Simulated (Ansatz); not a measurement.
## Equilibrium of C3H2F6 ⇌ C3HF5 + HF at process temperatures

Gas-phase species: C3H2F6 (1,1,1,2,2,3-hexafluoropropane) `FCC(F)(F)C(F)(F)F`, singlet; C3HF5 `F/C=C(\F)C(F)(F)F`, singlet; HF (hydrogen fluoride), singlet. This is a balance of energies; it says nothing on the path, which may need atoms to shift.

The electronic reaction energy at CCSD(T)/CBS estimate is +91.1 kJ/mol. Shapes: PBE0-D4/def2-TZVP. Flexible molecules stand in one conformer, not always the lowest. Programs: Ansatz 0.2.0. Enthalpy and entropy come from rigid-rotor, harmonic-oscillator sums on unscaled PBE0-D4/def2-TZVP wavenumbers, ideal gases at 1 bar. Symmetry numbers: C3H2F6 1, C3HF5 1, HF 1. R = 8.3145 J/(mol K).

| T (K) | ΔH (kJ/mol) | ΔS (J/(mol K)) |
| --- | --- | --- |
| 500 | +82.1 | +153.0 |
| 700 | +82.0 | +152.8 |
| 900 | ? | ? |

**Question.** Work out ln K at 500 and 700 K, and from these estimate it at 900 K.

**Answer.** 
1. 500 K: ΔG = +82.1 − 500 × (+153.0)/1000 = +5.6 kJ/mol; ln K = −ΔG/RT = -1.35.
2. 700 K: ΔG = +82.0 − 700 × (+152.8)/1000 = -25.0 kJ/mol; ln K = −ΔG/RT = +4.30.
3. Slope against 1000/T: (+4.30 − (-1.35))/(1.4286 − 2.0000) = -9.89, that is −ΔH/R with ΔH near +82 kJ/mol.
4. 900 K: ln K = -1.35 + (-9.89) × (1.1111 − 2.0000) = +7.44.

The full sums give ΔH = +80.8 kJ/mol, ΔS = +151.4 J/(mol K), ΔG = -55.5 kJ/mol and ln K = +7.42 at 900 K, so the line is off by +0.02 in ln K; without rounding the miss is +0.02, from the change of ΔH with temperature. The products are favoured at 1 bar above about 540 K, give or take 65 K for 10 kJ/mol in the energy. The number of molecules rises, which sets the sign of ΔS, and lower pressure favours the products. An error of 10 kJ/mol in the energy moves ln K by 1.3 at 900 K. Soft modes are treated as harmonic, which can err either way at these temperatures; the lowest are those of C3H2F6 (61 cm⁻¹), C3HF5 (60 cm⁻¹). Other conformers aren't counted. Other reactions of these species are left aside. The CBS estimate extrapolates MP2 from def2-TZVPP and def2-QZVPP and adds CCSD(T) − MP2 in the triple-zeta set, cores frozen.
